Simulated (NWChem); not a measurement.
# AlNH₄; SMILES [NH2][AlH2]

```xyz
6

Al     0.0000     0.0000     0.6547
H      0.0000    -1.4050     1.3916
H      0.0000     1.4050     1.3916
N      0.0000     0.0000    -1.1263
H      0.0000     0.8315    -1.7047
H      0.0000    -0.8315    -1.7047
```
Atoms are numbered in this order, from 1.

All runs use the structure optimised with B3LYP/6-31G* (spherical d).

Symmetry labels are those of C2v in the frame above (b1 and b2, or b-type labels, depend on it).

Question: List the 4 lowest vertical singlet excitations and the 4 lowest triplet ones from Hartree-Fock/6-31+G* (spherical d), TDHF (NWChem).

Answer: 
```json
[
 {"state": "S1", "energy (eV)": "7.01", "oscillator strength": "0.099", "symmetry": "b1", "leading excitation (squared amplitude)": "HOMO → LUMO+1 (0.81)"},
 {"state": "S2", "energy (eV)": "7.22", "oscillator strength": "0.000", "symmetry": "a2", "leading excitation (squared amplitude)": "HOMO−1 → LUMO (0.73)"},
 {"state": "S3", "energy (eV)": "7.42", "oscillator strength": "0.083", "symmetry": "a1", "leading excitation (squared amplitude)": "HOMO → LUMO (0.80)"},
 {"state": "S4", "energy (eV)": "8.59", "oscillator strength": "0.000", "symmetry": "a2", "leading excitation (squared amplitude)": "HOMO → LUMO+3 (0.64)"},
 {"state": "T1", "energy (eV)": "5.64", "oscillator strength": "spin-forbidden", "symmetry": "a1", "leading excitation (squared amplitude)": "HOMO → LUMO (0.63)"},
 {"state": "T2", "energy (eV)": "6.24", "oscillator strength": "spin-forbidden", "symmetry": "b1", "leading excitation (squared amplitude)": "HOMO → LUMO+1 (0.69)"},
 {"state": "T3", "energy (eV)": "6.58", "oscillator strength": "spin-forbidden", "symmetry": "a2", "leading excitation (squared amplitude)": "HOMO−1 → LUMO (0.66)"},
 {"state": "T4", "energy (eV)": "7.54", "oscillator strength": "spin-forbidden", "symmetry": "b2", "leading excitation (squared amplitude)": "HOMO−1 → LUMO+8 (0.61)"}
]
```
